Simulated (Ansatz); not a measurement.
Cartesian coordinates in Å:
```
N -0.696 1.288 0.192
C 0.335 0.306 0.231
O 1.380 0.485 -0.660
F 0.852 0.376 1.517
Ge -0.400 -1.529 -0.075
H -0.379 2.172 0.577
H -1.037 1.421 -0.751
H 1.716 1.387 -0.564
H -1.227 -1.494 -1.371
H 0.754 -2.529 -0.210
H -1.298 -1.883 1.114
```

The species carries charge 0 and has multiplicity 1.

Question: List the PBE/def2-TZVPP orbital energies in eV (Ansatz 0.2.0). (Estimate.)

Answer: Ansatz gave: Occupied: -10804.34, -1337.72, -1191.13, -1191.13, -1191.13, -659.86, -510.85, -380.66, -272.97, -162.30, -113.74, -113.73, -113.72, -30.30, -29.57, -29.56, -29.55, -29.50, -29.50, -26.31, -22.41, -16.52, -14.20, -13.70, -12.86, -12.10, -11.13, -9.65, -9.09, -8.32, -8.30, -7.87, -7.21, -6.15. Lowest empty: -0.23, 0.13, 0.60, 0.68, 0.81, 1.51, 1.97, 2.60.
